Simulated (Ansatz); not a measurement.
`O=C[SiH2]F` + `[OH][SnH3]` → `O=C[O][SnH3]` + `F[SiH3]` at 600 K and 1 bar (substitution at a C–Si bond).

Computed with Ansatz on PBE0-D4/def2-TZVP structures; ΔE is electronic, products minus reactants. CCSD(T)/CBS is the MP2 limit (def2-TZVPP, def2-QZVPP) plus CCSD(T) − MP2 in def2-TZVPP, frozen cores. This one scheme is used for every species. Elements past krypton have def2 core potentials. For Sn outer-core shells are correlated without core-valence functions, which leaves a few kJ/mol of doubt a bond. One conformer a species, not always the lowest.

```json
{"species": "`O=C[SiH2]F`", "CCSD(T)/CBS energy (Eh)": "-503.92730", "H − E (kJ/mol)": "144.5", "S (J/(mol·K))": "374.6"}
{"species": "`[OH][SnH3]`", "CCSD(T)/CBS energy (Eh)": "-291.59405", "H − E (kJ/mol)": "126.1", "S (J/(mol·K))": "344.5"}
{"species": "`O=C[O][SnH3]`", "CCSD(T)/CBS energy (Eh)": "-404.83174", "H − E (kJ/mol)": "166.7", "S (J/(mol·K))": "399.3"}
{"species": "`F[SiH3]`", "CCSD(T)/CBS energy (Eh)": "-390.72345", "H − E (kJ/mol)": "101.0", "S (J/(mol·K))": "280.0"}
```

H − E and S are ideal-gas, rigid-rotor, harmonic terms from PBE0-D4/def2-TZVP, for one conformer and one mirror image of each species. 1 Eh = 2625.50 kJ/mol, R = 8.31446 J/(mol·K).

Problem. By hand: ΔE, ΔH, ΔS and ΔG.

Solution. ΔE = (-404.83174) + (-390.72345) − (-503.92730) − (-291.59405) = -0.03384 Eh = -88.8 kJ/mol. Δ(H − E) = 166.7 + 101.0 − 144.5 − 126.1 = -2.9, so ΔH = -91.7 kJ/mol. ΔS = 399.3 + 280.0 − 374.6 − 344.5 = -39.8 J/(mol·K). ΔG = -91.7 − 600 × (-39.8)/1000 = -67.8 kJ/mol.

Problem. By hand: the equilibrium constant, and the temperature at which ΔG would vanish if ΔH and ΔS stayed fixed.

Solution. log₁₀ K = −ΔG/(RT ln 10) = 5.9. ΔG = 0 at ΔH/ΔS = 2304 K.

ΔH outweighs TΔS. A doubt of 5 kJ/mol in ΔE shifts log₁₀ K by 0.4 here. Other conformers and mirror images would add mixing entropy, several J/(mol·K) or more a flexible species. These are equilibria of isolated gas molecules and say nothing of rates. Largest T1 diagnostic: 0.017 (customary marks: 0.02 for closed shells, 0.045 for open ones).
